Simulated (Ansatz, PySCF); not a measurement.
Gas-phase reaction (SMILES): C#CB(C)C -> C#CB([CH2])C + H atom; the C-H bond at the site shown breaks (other sites are not compared here).

Each molecule is optimised on its own at B3LYP-D3(BJ)/def2-TZVP (Ansatz, a quantum-chemistry and plane-wave program), one conformer each, not searched for the lowest. Correlated levels leave the core frozen unless marked. Open shells are spin-unrestricted. Spin-orbit coupling is left out. No relativistic terms. CBS marks a two-point X^-3 extrapolation of the correlation energy; Hartree-Fock from the larger set. Thermal terms are rigid-rotor harmonic-oscillator values from B3LYP-D3(BJ) frequencies (Ansatz or PySCF) at 298.15 K and 1 atm. 1 Eh = 627.5095 kcal/mol. Atoms have translation alone.

```tsv
species	E, CCSD(T)/CBS(cc-pVTZ,cc-pVQZ) (Ansatz) (Eh)	E, PBE0-D4/def2-TZVPD (Ansatz + dftd4) (Eh)	H - E (Eh)
C#CB(C)C	-181.16603	-181.27605	0.10364
C#CB([CH2])C	-180.50334	-180.61834	0.09111
H atom	-0.49995	-0.50104	0.00236
```

Q: Work out ΔE and ΔH at 298.15 K at the first level, then ΔH at the second.

A: 
1. ΔE = [(-180.50334) + (-0.49995)] - [(-181.16603)] = 0.16274 Eh = 102.1 kcal/mol at CCSD(T)/CBS(cc-pVTZ,cc-pVQZ).
2. The terms H - E add up to -0.01017 Eh, so ΔH = (0.16274 + (-0.01017))×627.5095 = 95.7 kcal/mol.
3. At PBE0-D4/def2-TZVPD the same steps give ΔE = 98.3 and ΔH = 91.9 kcal/mol, a shift of -3.8 from the first level.
4. These values are not checked against measurement here, since the tables used lack a sound gas-phase enthalpy of formation for at least one species.
